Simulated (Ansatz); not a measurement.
Compare A (`ClBC1C[SiH2]1`) with its isomer B (`[SiH3]C1CB1Cl`).

Computed with Ansatz on PBE0-D4/def2-TZVP structures; ΔE is electronic, products minus reactants. CCSD(T)/CBS is the MP2 limit (def2-TZVPP, def2-QZVPP) plus CCSD(T) − MP2 in def2-TZVPP, frozen cores. DFT in def2-TZVPP. B3LYP here is the variant with VWN-RPA as its local correlation; programs differ in this. Each species was taken in one conformer, which may not be the lowest.

**Question.** Which isomer does CCSD(T)/CBS put lower? Give the gap. (Estimate.)

**Answer.** The calculation gave: A, by 11.2 kcal/mol.

**Question.** Give E(B) − E(A) in kcal/mol with B2PLYP, B3LYP, PBE-D4, ωB97M-V, MP2/def2-TZVPP, CCSD(T)/def2-TZVPP, PBE0-D4. (An estimate is asked.)

**Answer.** Ansatz gave: B2PLYP 9.9, B3LYP 8.7, PBE-D4 11.1, ωB97M-V 10.4, MP2/def2-TZVPP 11.9, CCSD(T)/def2-TZVPP 10.8, PBE0-D4 10.6. None reverses the order clearly.

Largest T1 diagnostic: 0.012.

In def2-TZVPP, CCSD(T) changes the Hartree–Fock value by +5.2 kcal/mol (the triples alone add +1.1 kcal/mol) and MP2 by +6.3 kcal/mol. The D4 term adds +0.9 kcal/mol with B3LYP and +0.4 kcal/mol with PBE0; it sums over pairs of atoms, weighted by their polarisabilities, and B3LYP, whose exchange is more repulsive, gets the larger term.
